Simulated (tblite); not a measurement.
C4H4ClN3S.
SMILES with atom numbers: `[CH3:1][S:2][c:3]1[cH:4][c:5]([Cl:6])[n:7][n:8][n:9]1` (hydrogens: H10, H11, H12 on C1; H13 on C4)

The geometry is computed with GFN2-xTB (gas phase).

Problem. Give the optimised bond lengths and angles.

Solution. 
```tsv
bond	length (Å)
C1–S2	1.813
S2–C3	1.734
C3–C4	1.401
C4–C5	1.384
C5–Cl6	1.710
C5–N7	1.333
N7–N8	1.284
N8–N9	1.282
C3–N9	1.338
C1–H10, C1–H11, C1–H12	1.085
C4–H13	1.076
```

Bonds in one row agree within 0.01 Å and their mean is given. A selection of angles:
```tsv
angle	degrees
S2–C1–H10	109.1
S2–C1–H11	106.4
H10–C1–H11	111.0
H10–C1–H12	110.3
C1–S2–C3	100.3
S2–C3–C4	121.2
S2–C3–N9	118.3
C4–C3–N9	120.5
C3–C4–C5	114.2
C3–C4–H13	122.5
C5–C4–H13	123.2
C4–C5–Cl6	121.2
C4–C5–N7	121.9
Cl6–C5–N7	116.9
C5–N7–N8	119.6
N7–N8–N9	123.4
C3–N9–N8	120.4
```

Dihedral angles: C1–S2–C3–C4 180° (antiperiplanar).

The 2 C–S bonds span 1.734 Å (S2–C3, drawn single) to 1.813 Å (C1–S2, drawn single), a spread of 0.079 Å. Of the pairs four or more bonds apart, N9···H10 is among the closest relative to their van der Waals radii: 2.64 Å, 96 % of the sum of Bondi's values. N8 (pyridine-type nitrogen) is bent (angle 123.4°). N7 (pyridine-type nitrogen) is bent (angle 119.6°). The 9 heavy atoms lie in one plane (0.000 Å rms). The 6-membered ring C3–C4–C5–N7–N8–N9 has internal angles of 114.2° to 123.4° (sum 720°, against 720° for a flat polygon); it is planar, 0.00 Å rms from its mean plane, widest ring torsion 0°. N9 (pyridine-type nitrogen) is bent (angle 120.4°).

Point group: Cs (tolerance 0.08 Å). Its GFN2-xTB frequencies are all real (lowest 63 cm⁻¹). The numbers are those of one conformer.
